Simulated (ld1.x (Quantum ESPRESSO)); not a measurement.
# Pseudopotential generation for Sn (Z = 50): PAW, LDA (PZ), fully relativistic.

* Element: Sn
* Generator: ld1.x (Quantum ESPRESSO) 7.5
* Type: PAW
* Functional: LDA (PZ)
* Relativity: fully relativistic
* Frozen core: [Kr] 4d10
* Valence charge: 4
* Reference configuration: 5s2 5p0 (charge +2)
* Partial waves: 5s (bound): rcut 1.65, rcutus 2.20 bohr; 5s channel at -1.55 Ry: rcut 1.65, rcutus 2.20 bohr; 5p (bound, empty): rcut 1.55, rcutus 2.00 bohr; 5p channel at 0.55 Ry: rcut 1.55, rcutus 2.00 bohr; 5d channel at 0.15 Ry: rcut 1.50, rcutus 1.75 bohr; 5d channel at 2.15 Ry: rcut 1.50, rcutus 1.75 bohr
* Local potential: all-electron potential smoothed inside 2.10 bohr (lloc = -1)
* Core correction: a·sin(br)/r model core inside 0.90 bohr
* Augmentation charge: PSQ, inside the norm-conserving radii

Open shells are filled in proportion to 2j + 1 (rel_dist='average').

All-electron outer shells of the reference configuration (LDA (PZ), scalar-relativistic, ld1.x):

```json
{"shell": "5s", "level (eV)": "-26.53", "outermost node (bohr)": "0.98", "outermost maximum (bohr)": "1.94"}
{"shell": "5p", "level (eV)": "-18.13", "outermost node (bohr)": "1.08", "outermost maximum (bohr)": "2.31"}
```

What the tests gave:

- Configuration tests: test run stopped at test 1 of 7 (negative rho)
- Density cutoff estimated by the generator: 252 Ry

The ghost test of this file was not conclusive.

Generation and tests took about 2.5 s on one core of a shared server CPU.
